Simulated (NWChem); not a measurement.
Everything below was run with NWChem. System: H3NO3W, charge 0, spin multiplicity 1, displaced from the optimised geometry. The structure started from a generated list of species. Level: B3LYP/def2-SVP with def2 effective core potentials on W, VWN1-RPA local correlation.

The NWChem input:

```
start mol
memory heap 200 mb stack 800 mb global 1000 mb
geometry units angstroms nocenter noautoz
  W      0.039385     0.012929     0.000000
  O      1.051135     0.067013    -1.431901
  O      1.051135     0.067013     1.431901
  O     -1.204807     1.498688     0.000000
  H     -1.060347     2.472418     0.000000
  N     -0.961229    -1.708213     0.000000
  H     -1.152621    -2.266689    -0.854943
  H     -1.152621    -2.266689     0.854943
  symmetry group Cs
end
basis spherical
  * library def2-svp
end
ecp
  W library def2-ecp
end
dft
  xc b3lyp
  semidirect memsize 60000000 filesize 0
  iterations 100
  convergence energy 1e-9 density 1e-8 gradient 1e-7
end
task dft gradient
```

NWChem printed:

```
             Northwest Computational Chemistry Package (NWChem) 7.3.0
             --------------------------------------------------------

                                NWChem Input Module
                                -------------------

 Scaling coordinates for geometry "geometry" by  1.889725989
 (inverse scale =  0.529177249)

 Turning off AUTOSYM since
 SYMMETRY directive was detected!

                             Geometry "geometry" -> ""
                             -------------------------

 Output coordinates in angstroms (scale by  1.889725989 to convert to a.u.)

  No.       Tag          Charge          X              Y              Z
 ---- ---------------- ---------- -------------- -------------- --------------
    1 W                   74.0000     0.03938500     0.01292900     0.00000000
    2 O                    8.0000     1.05113500     0.06701300    -1.43190100
    3 O                    8.0000     1.05113500     0.06701300     1.43190100
    4 O                    8.0000    -1.20480700     1.49868800     0.00000000
    5 H                    1.0000    -1.06034700     2.47241800     0.00000000
    6 N                    7.0000    -0.96122900    -1.70821300     0.00000000
    7 H                    1.0000    -1.15262100    -2.26668900    -0.85494300
    8 H                    1.0000    -1.15262100    -2.26668900     0.85494300

 Effective nuclear repulsion energy (a.u.)     785.0221167491

            Nuclear Dipole moment (a.u.)
            ----------------------------
        X                 Y               Z
 ---------------- ---------------- ----------------
     0.0000037795     0.0000132281     0.0000000000

      Symmetry information
      --------------------

 Group name             Cs
 Group number              2
 Group order               2
 No. of unique centers     6

      Symmetry unique atoms

     1    2    4    5    6    7


 Summary of "ao basis" -> "" (spherical)
 ------------------------------------------------------------------------------
       Tag                 Description            Shells   Functions and Types
 ---------------- ------------------------------  ------  ---------------------
 *                          def2-svp                  on all atoms

                                 NWChem DFT Module
                                 -----------------

 Summary of "ao basis" -> "ao basis" (spherical)
 ------------------------------------------------------------------------------
       Tag                 Description            Shells   Functions and Types
 ---------------- ------------------------------  ------  ---------------------
 W                          def2-svp                12       32   6s3p2d1f
 O                          def2-svp                 6       14   3s2p1d
 H                          def2-svp                 3        5   2s1p
 N                          def2-svp                 6       14   3s2p1d

 Summary of "ao basis" -> "ao basis" (spherical)
 ------------------------------------------------------------------------------
       Tag                 Description            Shells   Functions and Types
 ---------------- ------------------------------  ------  ---------------------
 W                          def2-svp                12       32   6s3p2d1f
 O                          def2-svp                 6       14   3s2p1d
 H                          def2-svp                 3        5   2s1p
 N                          def2-svp                 6       14   3s2p1d
[...]
    38     -0.159995  2 O  pz                52      0.159995  3 O  pz
    25      0.153596  1 W  d  2              82      0.149497  6 N  s

 Vector   27  Occ=0.000000D+00  E=-2.577817D-02  Symmetry=a'
              MO Center= -3.0D-02,  1.0D-01,  8.8D-14, r^2= 3.1D+00
   Bfn.  Coefficient  Atom+Function         Bfn.  Coefficient  Atom+Function
  ----- ------------  ---------------      ----- ------------  ---------------
    16      0.840353  1 W  d -2              82     -0.496489  6 N  s
    63      0.473782  4 O  s                 21      0.259751  1 W  d -2
    76     -0.239218  5 H  s                  6     -0.204514  1 W  s
    37     -0.190326  2 O  py                51     -0.190326  3 O  py
    40     -0.178530  2 O  py                54     -0.178530  3 O  py

 center of mass
 --------------
 x =   0.03603675 y =   0.01894645 z =   0.00000000

 moments of inertia (a.u.)
 ------------------
         573.212987706637           3.444751792582           0.000000000000
           3.444751792582         509.126798703111           0.000000000000
           0.000000000000           0.000000000000         603.364952040646

     Multipole analysis of the density
     ---------------------------------

     L   x y z        total         alpha         beta         nuclear
     -   - - -        -----         -----         ----         -------
     0   0 0 0      0.000000    -24.000000    -24.000000     48.000000

     1   1 0 0     -1.274964      1.595322      1.595322     -4.465608
     1   0 1 0     -0.300486      0.582718      0.582718     -1.465923
     1   0 0 1      0.000000      0.000000      0.000000      0.000000

     2   2 0 0    -38.388178    -89.832396    -89.832396    141.276614
     2   1 1 0      1.814055     -0.497577     -0.497577      2.809209
     2   1 0 1      0.000000      0.000000      0.000000      0.000000
     2   0 2 0    -24.963796   -110.431314   -110.431314    195.898833
     2   0 1 1      0.000000      0.000000      0.000000      0.000000
     2   0 0 2    -38.255490    -80.313116    -80.313116    122.370742

  itol2e modified to match energy
  convergence criterion.

            General Information
            -------------------
          SCF calculation type: DFT
          Wavefunction type:  closed shell.
          No. of atoms     :     8
          No. of electrons :    48
           Alpha electrons :    24
            Beta electrons :    24
          Charge           :     0
          Spin multiplicity:     1
          Use of symmetry is: on ; symmetry adaption is: on
          Maximum number of iterations: 100
          AO basis - number of functions:   103
                     number of shells:    45
          Convergence on energy requested:  1.00D-09
          Convergence on density requested:  1.00D-08
          Convergence on gradient requested:  1.00D-07

              XC Information
              --------------
                         B3LYP Method XC Potential
                     Hartree-Fock (Exact) Exchange  0.200
                        Slater Exchange Functional  0.800 local
                    Becke 1988 Exchange Functional  0.720 non-local
              Lee-Yang-Parr Correlation Functional  0.810
                  VWN I RPA Correlation Functional  0.190 local

             Grid Information
             ----------------
          Grid used for XC integration:  medium
          Radial quadrature: Mura-Knowles
          Angular quadrature: Lebedev.
          Tag              B.-S. Rad. Rad. Pts. Rad. Cut. Ang. Pts.
          ---              ---------- --------- --------- ---------
          W                   1.35      123           9.0       590
          O                   0.60       49          11.0       434
          H                   0.35       45          12.0       434
          N                   0.65       49          11.0       434
          Grid pruning is: on
          Number of quadrature shells:   360
          Spatial weights used:  Erf1

          Convergence Information
          -----------------------
          Convergence aids based upon iterative change in
          total energy or number of iterations.
          Levelshifting, if invoked, occurs when the
          HOMO/LUMO gap drops below (HL_TOL):  1.00D-02
          DIIS, if invoked, will attempt to extrapolate
          using up to (NFOCK): 10 stored Fock matrices.

                    Damping( 0%)  Levelshifting(0.5)       DIIS
                  --------------- ------------------- ---------------
          dE  on:    start            ASAP                start
          dE off:    2 iters        100 iters           100 iters

      Screening Tolerance Information
      -------------------------------
          Density screening/tol_rho:  1.00D-12
          AO Gaussian exp screening on grid/accAOfunc:  21
          CD Gaussian exp screening on grid/accCDfunc:  20
          XC Gaussian exp screening on grid/accXCfunc:  20
          Schwarz screening/accCoul:  1.00D-10

                            NWChem DFT Gradient Module
                            --------------------------

  charge          =   0.00
  wavefunction    = closed shell

  Using symmetry

                         DFT ENERGY GRADIENTS

    atom               coordinates                        gradient
                 x          y          z           x          y          z
   1 W       0.074427   0.024432   0.000000   -0.019379  -0.001589   0.000000
   2 O       1.986357   0.126636  -2.705901    0.021924   0.001231  -0.030682
   3 O       1.986357   0.126636   2.705901    0.021924   0.001231   0.030682
   4 O      -2.276755   2.832110   0.000000   -0.014814   0.000175   0.000000
   5 H      -2.003765   4.672193   0.000000    0.000996   0.018229   0.000000
   6 N      -1.816459  -3.228055   0.000000   -0.003852  -0.001452   0.000000
   7 H      -2.178138  -4.283421  -1.615608   -0.003399  -0.008913  -0.013523
   8 H      -2.178138  -4.283421   1.615608   -0.003399  -0.008913   0.013523

                 ----------------------------------------
                 |  Time  |  1-e(secs)   |  2-e(secs)   |
                 ----------------------------------------
                 |  CPU   |       0.04   |       4.71   |
                 ----------------------------------------
                 |  WALL  |       0.04   |       4.71   |
                 ----------------------------------------

 Task  times  cpu:       22.1s     wall:       22.1s

 Total times  cpu:       22.1s     wall:       22.1s
```
